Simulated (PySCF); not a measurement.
A structure optimised at PBE-D3(BJ)/def2-SVP, used in a PySCF frequency run:

```
Si
H 1 1.5045
H 1 1.5054 2 108.59
C 1 1.9173 2 109.14 3 -120.24
F 4 1.3928 1 111.08 2 56.63
H 4 1.1139 5 109.83 1 120.73
H 4 1.1145 6 107.06 5 -118.70
Si 1 2.3505 2 110.99 3 122.45
O 8 1.6941 1 102.65 2 77.03
H 9 0.9735 8 115.42 1 179.25
H 8 1.5111 9 112.28 10 -59.29
H 8 1.5128 11 106.71 9 -122.51
```
Charge 0, spin multiplicity 1.

Question: Write its SMILES and formula.

Answer: O[SiH2][SiH2]CF, CH₇FOSi₂

Question: What are its rotational constants (standard atomic weights)?

Answer: 5.8394, 1.3577, 1.1714 GHz
